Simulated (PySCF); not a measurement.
Species: C7H9O (doublet state).
Geometry (GFN2-xTB, Å), atoms numbered from 1 in this order:
```
atom  x, y, z in Å
O1    -0.988    0.495   -2.097
C2     0.032    0.111   -1.233
C3    -0.267   -1.118   -0.330
C4     0.970   -1.146    0.495
C5     1.415    0.258    0.690
C6     0.288    1.042   -0.023
C7    -0.959    0.782    0.781
C8    -1.280   -0.500    0.618
H9    -1.788    0.627   -1.571
H10    0.914   -0.032   -1.860
H11   -0.562   -2.045   -0.813
H12    1.284   -1.977    1.096
H13    2.381    0.453    0.211
H14    1.515    0.538    1.744
H15    0.516    2.081   -0.245
H16   -1.423    1.508    1.423
H17   -2.054   -1.065    1.105
```

The hyperfine couplings belong to this conformer and change with its torsions.

Identity: `[CH]1C[C@@H]2C=C[C@H]1[C@H]2O` [radical].

Method: UKS B3LYP, pcH-1 on C H O, non-relativistic, mean-field spin-orbit, GIAO (PySCF 2.14.0). Geometry: GFN2-xTB, one conformer, isolated molecule. A GFN2-xTB geometry isn't a minimum of the functional, and hyperfine couplings can be far from their values at a DFT geometry. The SCF solution wasn't tested for stability.

Task: Where do the isotropic ENDOR lines of C4, C8, C3, C5, C2, C7, H13, H14, H12 and H11 fall at 3342.1 mT, to first order?

Result: For S = 1/2 in fast tumbling each set of equivalent nuclei gives two lines, ν± = |νn ± a/2| to first order, with νn = g_N μN B/h and μN/h = 7.62259 MHz/T.

```json
{"nuclei": "C4", "isotope": "13C", "g_N": "1.4048", "νn (MHz)": "35.79", "a_iso (MHz)": "103.20", "lower line (MHz)": "15.81", "upper line (MHz)": "87.39"}
{"nuclei": "C8", "isotope": "13C", "g_N": "1.4048", "νn (MHz)": "35.79", "a_iso (MHz)": "67.34", "lower line (MHz)": "2.12", "upper line (MHz)": "69.46"}
{"nuclei": "C3", "isotope": "13C", "g_N": "1.4048", "νn (MHz)": "35.79", "a_iso (MHz)": "-23.34", "lower line (MHz)": "24.12", "upper line (MHz)": "47.46"}
{"nuclei": "C5", "isotope": "13C", "g_N": "1.4048", "νn (MHz)": "35.79", "a_iso (MHz)": "-19.56", "lower line (MHz)": "26.01", "upper line (MHz)": "45.57"}
{"nuclei": "C2", "isotope": "13C", "g_N": "1.4048", "νn (MHz)": "35.79", "a_iso (MHz)": "13.35", "lower line (MHz)": "29.11", "upper line (MHz)": "42.47"}
{"nuclei": "C7", "isotope": "13C", "g_N": "1.4048", "νn (MHz)": "35.79", "a_iso (MHz)": "5.10", "lower line (MHz)": "33.24", "upper line (MHz)": "38.34"}
{"nuclei": "H13", "isotope": "1H", "g_N": "5.5857", "νn (MHz)": "142.30", "a_iso (MHz)": "98.67", "lower line (MHz)": "92.96", "upper line (MHz)": "191.64"}
{"nuclei": "H14", "isotope": "1H", "g_N": "5.5857", "νn (MHz)": "142.30", "a_iso (MHz)": "76.57", "lower line (MHz)": "104.01", "upper line (MHz)": "180.58"}
{"nuclei": "H12", "isotope": "1H", "g_N": "5.5857", "νn (MHz)": "142.30", "a_iso (MHz)": "-53.36", "lower line (MHz)": "115.62", "upper line (MHz)": "168.98"}
{"nuclei": "H11", "isotope": "1H", "g_N": "5.5857", "νn (MHz)": "142.30", "a_iso (MHz)": "12.75", "lower line (MHz)": "135.92", "upper line (MHz)": "148.67"}
```

The rows for 13C, of low natural abundance, apply to labelled samples.

Task: Which pairs are centred on the nuclear Larmor frequency, and which on half the coupling?

Result: Centred on νn, since |a| < 2νn: C8, C3, C5, C2, C7, H13, H14, H12 and H11. Centred on |a|/2 and split by 2νn: C4.

Task: At what field would the lower line of C5 fall to zero frequency?

Result: Where νn = |a|/2, that is B = 9.78 MHz/(1.4048 × 7.62259 MHz/T) = 913 mT, as far as first order holds there.

Couplings of abundant isotopes left out: H17 (4.5 MHz), H16 (-2.8 MHz), H10 (-1.6 MHz) and H15 (-1.2 MHz).

The Mulliken spin populations are largest on C4 (+0.98), C7 (+0.09), C5 (-0.08) and C3 (-0.07). No atom but C4 exceeds +0.15. The positive populations add up to 1.19 and the negative ones to -0.19, together 2S = 1. The angles at C4 add up to 357.2°, so it is nearly planar; its axial dipolar tensor and the negative coupling of its proton fit spin in a p orbital normal to that plane.
